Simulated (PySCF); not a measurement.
PySCF input for Al(Me)(NCO)(OH) (C₂H₄AlNO₂), SMILES [CH3][Al]([OH])[N]=C=O, IEF-PCM-M06-2X/def2-SVP. Geometry: PBE0-D3(BJ)/def2-SVP. The structure was generated by enumeration; whether it is a known compound was not checked. One conformer was computed; it need not be the lowest.

```python
import numpy as np
from pyscf import gto, scf, dft
from pyscf.solvent import pcm

mol = gto.M(
    atom='''
    Al    0.07788451    0.90537831   -0.00000000
    C    -1.52818794    1.97676702   -0.00000000
    H    -2.14944950    1.75974527    0.88422628
    H    -2.14944950    1.75974527   -0.88422627
    H    -1.29594555    3.05227473   -0.00000000
    N     0.00935726   -0.87975233    0.00000000
    C    -0.07114422   -2.07725890    0.00000001
    O    -0.14708946   -3.24438878   -0.00000000
    O     1.60479419    1.64709016   -0.00000000
    H     2.45120023    1.19792319    0.00000001
    ''',
    basis='def2-SVP',
    charge=0,
    spin=0,
    max_memory=1600,
    verbose=3,
)
mf = dft.RKS(mol, xc='m06-2x').density_fit(auxbasis='def2-universal-jkfit')
mf.grids.level = 4
mf.conv_tol = 1e-9
mf.max_cycle = 100
mf.kernel()
res = {}
for name, eps in {'water': 78.355, 'ethylethanoate': 5.9867, 'diethylether': 4.24}.items():
    s = mf.PCM()
    s.with_solvent.method, s.with_solvent.eps, s.with_solvent.lebedev_order = 'IEF-PCM', eps, 29
    s.kernel(mf.make_rdm1())
    res[name] = (s.e_tot, eps, s.dip_moment(), s.mo_energy, s.converged)
    print(f'{name}: electrostatic solvation free energy {(s.e_tot - mf.e_tot) * 627.509474:.3f} kcal/mol')
```

Program output:

```
converged SCF energy = -525.958642220145

WARN: PCM is an experimental feature. It is still in testing.
Features and APIs may be changed in the future.

converged SCF energy = -525.970555206987
Dipole moment(X, Y, Z, Debye):  0.39757,  1.91697,  0.00000
water: electrostatic solvation free energy -7.476 kcal/mol

WARN: PCM is an experimental feature. It is still in testing.
Features and APIs may be changed in the future.

converged SCF energy = -525.967820191657
Dipole moment(X, Y, Z, Debye):  0.37000,  1.85412,  0.00000
ethylethanoate: electrostatic solvation free energy -5.759 kcal/mol

WARN: PCM is an experimental feature. It is still in testing.
Features and APIs may be changed in the future.

converged SCF energy = -525.966751901459
Dipole moment(X, Y, Z, Debye):  0.35996,  1.82591,  0.00000
diethylether: electrostatic solvation free energy -5.089 kcal/mol
```

The run converged.
